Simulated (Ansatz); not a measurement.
Born–Oppenheimer molecular dynamics of CH$_{6}$BClO (10 atoms, charge 0, multiplicity 1). It starts at the highest image of a converged band. Of that band: Neighbouring images differ by up to 2.0 eV, so the band resolves the path poorly. A vibrational analysis at the climbing image gives one clearly imaginary mode, 1909i cm⁻¹: a first-order saddle point.

Theory: Ansatz 0.2.0, RHF/def2-SVP.

* ensemble: NVE (velocity Verlet)
* time step: 0.5 fs
* steps asked: 200
* starting velocities drawn for: 300 K
* seed: 8187

First frame:

```xyz
10
Properties=species:S:1:pos:R:3
B -0.024 0.312 -0.007
H 0.009 -0.211 1.264
C 1.340 0.025 -0.745
H 1.480 -1.042 -0.930
H 1.344 0.534 -1.713
H 2.194 0.390 -0.170
Cl -1.588 -0.261 -0.763
O -0.169 1.744 0.547
H -1.047 2.087 0.441
H -0.124 0.797 1.333
```

(1) What does the run give?

(2) What happens to the structure?

(3) How do temperature and energy run in time?

Answers

(1) The run went to its last step.

```
steps done                                               : 200
time covered                                             : 100 fs
mean temperature over the second half                    : 1202 K
spread of the potential energy over the second half      : 9.9 meV per atom
mean potential energy of the second half above the start : -93.3 meV per atom
```

The conserved energy stayed within 0.47 meV per atom of its start (net change 0.074 meV per atom), so the integration is sound. The kinetic energy rose, since the run started high on the potential surface and went downhill. It ends in pieces (CH4BCl + H2O), so much of that is their flight and rotation, not heat. A run of 0.1 ps of so small a system gives no equilibrium averages. The orbitals stay closed-shell, which can raise the energy where a bond breaks towards radicals; this wasn't checked here.

(2) Between its relaxed ends the band would form H2–H10 and break B1–H2, O8–H10. These pairs go: H2–H10 1.02 → 4.95 Å, B1–H2 1.37 → 1.17 Å, O8–H10 1.23 → 0.89 Å. In the last frame they stand as before the step (other bonds may differ from the relaxed reactants and products). Also parted: B1–O8 1.54 → 4.70 Å, B1–H10 1.43 → 3.90 Å. It ends as CH4BCl + H2O. Pairs count as bonded within 1.25 times the sum of covalent radii (0.12 Å more for H–H). The details hang on the random start.

(3) 
```json
{"time (fs)": "0", "T (K)": "300", "potential energy less start (eV)": "0.000", "conserved less start (meV/atom)": "0.00"}
{"time (fs)": "5", "T (K)": "182", "potential energy less start (eV)": "0.123", "conserved less start (meV/atom)": "0.13"}
{"time (fs)": "10", "T (K)": "957", "potential energy less start (eV)": "-0.681", "conserved less start (meV/atom)": "-0.18"}
{"time (fs)": "15", "T (K)": "1239", "potential energy less start (eV)": "-0.970", "conserved less start (meV/atom)": "0.08"}
{"time (fs)": "20", "T (K)": "1385", "potential energy less start (eV)": "-1.119", "conserved less start (meV/atom)": "0.30"}
{"time (fs)": "25", "T (K)": "1089", "potential energy less start (eV)": "-0.814", "conserved less start (meV/atom)": "0.18"}
{"time (fs)": "30", "T (K)": "1327", "potential energy less start (eV)": "-1.065", "conserved less start (meV/atom)": "-0.33"}
{"time (fs)": "35", "T (K)": "1384", "potential energy less start (eV)": "-1.125", "conserved less start (meV/atom)": "-0.36"}
{"time (fs)": "40", "T (K)": "1168", "potential energy less start (eV)": "-0.896", "conserved less start (meV/atom)": "0.16"}
{"time (fs)": "45", "T (K)": "1071", "potential energy less start (eV)": "-0.794", "conserved less start (meV/atom)": "0.35"}
{"time (fs)": "50", "T (K)": "1009", "potential energy less start (eV)": "-0.732", "conserved less start (meV/atom)": "0.10"}
{"time (fs)": "55", "T (K)": "1278", "potential energy less start (eV)": "-1.013", "conserved less start (meV/atom)": "-0.22"}
{"time (fs)": "60", "T (K)": "1072", "potential energy less start (eV)": "-0.798", "conserved less start (meV/atom)": "0.00"}
{"time (fs)": "65", "T (K)": "1090", "potential energy less start (eV)": "-0.816", "conserved less start (meV/atom)": "0.09"}
{"time (fs)": "70", "T (K)": "1224", "potential energy less start (eV)": "-0.959", "conserved less start (meV/atom)": "-0.36"}
{"time (fs)": "75", "T (K)": "1303", "potential energy less start (eV)": "-1.041", "conserved less start (meV/atom)": "-0.40"}
{"time (fs)": "80", "T (K)": "1084", "potential energy less start (eV)": "-0.810", "conserved less start (meV/atom)": "0.12"}
{"time (fs)": "85", "T (K)": "1335", "potential energy less start (eV)": "-1.071", "conserved less start (meV/atom)": "-0.09"}
{"time (fs)": "90", "T (K)": "1357", "potential energy less start (eV)": "-1.095", "conserved less start (meV/atom)": "-0.15"}
{"time (fs)": "95", "T (K)": "1276", "potential energy less start (eV)": "-1.010", "conserved less start (meV/atom)": "-0.10"}
{"time (fs)": "100", "T (K)": "1255", "potential energy less start (eV)": "-0.987", "conserved less start (meV/atom)": "0.07"}
```

The run took 4 min on 1 thread of Arm Neoverse V2 (shared host), peak memory 0.16 GiB.
